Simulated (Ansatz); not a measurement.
Reaction (ligand exchange at a Ge–S bond): `CC#C[S][GeH3]` + `NCS` → `SC[NH][GeH3]` + `CC#CS`

Program: Ansatz. Geometries: PBE0-D4/def2-TZVP. ΔE: electronic, gas phase. CCSD(T)/CBS adds triple-zeta CCSD(T) − MP2 to the extrapolated MP2 energy (def2 sets, frozen cores). Functionals use def2-TZVPP. For Ge outer-core shells are correlated without core-valence functions, which leaves a few kJ/mol of doubt a bond. Scalar relativity is left out up to krypton. Each species was taken in one conformer, which may not be the lowest.

Is it downhill or uphill in electronic energy at CCSD(T)/CBS, and by how much? (Estimate.)

Ansatz gave: Uphill: ΔE = +38.0 kJ/mol.

What do these levels give: B2PLYP, MP2/def2-TZVPP, CCSD/def2-TZVPP, MP2/def2-QZVPP, SCS-MP2/def2-QZVPP, CCSD/CBS(def2)? (An estimate is asked.)

Computed: B2PLYP 39.2, MP2/def2-TZVPP 38.9, CCSD/def2-TZVPP 36.2, MP2/def2-QZVPP 40.0, SCS-MP2/def2-QZVPP 37.9, CCSD/CBS(def2) 38.2 kJ/mol.

Largest T1 diagnostic among the species: 0.012.
